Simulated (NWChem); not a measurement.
Species: C2H2Cl2F2; SMILES C(F)(F)C(Cl)Cl

```xyz
8

F      0.1943     2.0480     0.6742
C      0.7582     0.9590     0.1231
F      0.7660     1.1061    -1.2059
C     -0.0419    -0.2734     0.5344
Cl    -1.6943    -0.1847    -0.0787
Cl     0.8043    -1.7283    -0.0183
H      1.7984     0.8676     0.4847
H     -0.0942    -0.3150     1.6298
```
Atoms are numbered in this order, from 1.

Level: PBE0/def2-SVP (NWChem), optimised geometry, unscaled harmonic frequencies. 

### Question
List the harmonic frequencies with IR intensities, and the thermochemistry.

### Answer
```json
[
 {"frequency (cm⁻¹)": "83", "IR intensity (km/mol)": "1.1"},
 {"frequency (cm⁻¹)": "193", "IR intensity (km/mol)": "2.4"},
 {"frequency (cm⁻¹)": "208", "IR intensity (km/mol)": "0.8"},
 {"frequency (cm⁻¹)": "277", "IR intensity (km/mol)": "1.7"},
 {"frequency (cm⁻¹)": "394", "IR intensity (km/mol)": "1.9"},
 {"frequency (cm⁻¹)": "554", "IR intensity (km/mol)": "11.6"},
 {"frequency (cm⁻¹)": "677", "IR intensity (km/mol)": "66.6"},
 {"frequency (cm⁻¹)": "758", "IR intensity (km/mol)": "7.5"},
 {"frequency (cm⁻¹)": "846", "IR intensity (km/mol)": "92.4"},
 {"frequency (cm⁻¹)": "997", "IR intensity (km/mol)": "12.0"},
 {"frequency (cm⁻¹)": "1169", "IR intensity (km/mol)": "149.0"},
 {"frequency (cm⁻¹)": "1217", "IR intensity (km/mol)": "57.8"},
 {"frequency (cm⁻¹)": "1227", "IR intensity (km/mol)": "56.1"},
 {"frequency (cm⁻¹)": "1290", "IR intensity (km/mol)": "14.6"},
 {"frequency (cm⁻¹)": "1396", "IR intensity (km/mol)": "47.2"},
 {"frequency (cm⁻¹)": "1419", "IR intensity (km/mol)": "41.4"},
 {"frequency (cm⁻¹)": "3096", "IR intensity (km/mol)": "23.1"},
 {"frequency (cm⁻¹)": "3162", "IR intensity (km/mol)": "2.5"}
]
```

| Item | Value |
|---|---|
| zero-point energy | 27.1 kcal/mol |
| thermal correction to the enthalpy at 298.15 K (with zero-point energy) | 31.5 kcal/mol |
| heat capacity Cv | 19.4 cal/(mol K) |
| entropy at 298.15 K and 1 atm (symmetry number 1) | 80.9 cal/(mol K) |
| dipole moment | 2.07 D |

Rigid rotor and harmonic oscillator; modes under 100 cm⁻¹ make the entropy uncertain.
